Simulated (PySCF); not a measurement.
**Ge: ionisation energy**

Ge [Ar] 3d10 4s2 4p2 (3P) → Ge⁺ [Ar] 3d10 4s2 4p1 (2P), as a difference of total energies. Calculation: PySCF 2.14, in x2c-TZVPPall (6s5p4d1f, 48 functions); the spin-free X2C one-electron Hamiltonian (Gaussian nucleus). Correlated levels: valence: [Ar] 3d10 frozen. The calculations carry no spin-orbit coupling.

```json
{"method": "UHF", "ionisation energy (eV)": "7.414", "plus first-order spin-orbit estimate": "7.386", "error of that sum (eV)": "-0.513"}
{"method": "MP2 (valence)", "ionisation energy (eV)": "7.758", "plus first-order spin-orbit estimate": "7.730", "error of that sum (eV)": "-0.169"}
{"method": "SCS-MP2 (valence)", "ionisation energy (eV)": "7.684", "plus first-order spin-orbit estimate": "7.655", "error of that sum (eV)": "-0.244"}
{"method": "CCSD (valence)", "ionisation energy (eV)": "7.788", "plus first-order spin-orbit estimate": "7.759", "error of that sum (eV)": "-0.140"}
{"method": "CCSD(T) (valence)", "ionisation energy (eV)": "7.814", "plus first-order spin-orbit estimate": "7.786", "error of that sum (eV)": "-0.113"}
{"method": "CCSDT (valence)", "ionisation energy (eV)": "7.820", "plus first-order spin-orbit estimate": "7.792", "error of that sum (eV)": "-0.107"}
```

Reference: 7.899 eV (measured; NIST Atomic Spectra Database, ionization energies).

A first-order spin-orbit estimate (lowest level to lowest level, LS coupling) adds -0.028 eV.

Errors of the correlated levels include the incompleteness of this basis and the frozen core.
